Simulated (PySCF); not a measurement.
B(Br)(Me)(vinyl) (C₃H₆BBr), SMILES C=CB(C)Br. Geometry optimised at PBE0-D3(BJ)/def2-SVP. The values are those of a single conformer.

Give the equilibrium geometry at PBE0-D3(BJ)/def2-SVP (PySCF confirms it by a frequency run) as Cartesian coordinates in Å, and its point group. (The exact figures need the calculation; the answer reports its results.)

This is not unique; one that fits is point group Cs.
```xyz
11

B      0.3025    -0.5541     0.0000
Br    -0.2046     1.3132     0.0000
C      1.8314    -0.8799     0.0000
H      2.0648    -1.9541     0.0000
H      2.3124    -0.4179     0.8783
H      2.3124    -0.4179    -0.8783
C     -0.8569    -1.5814     0.0000
C     -0.6476    -2.9084     0.0000
H     -1.8931    -1.2233     0.0000
H     -1.4707    -3.6312     0.0000
H      0.3627    -3.3310     0.0000
```
Charge 0, spin multiplicity 1.
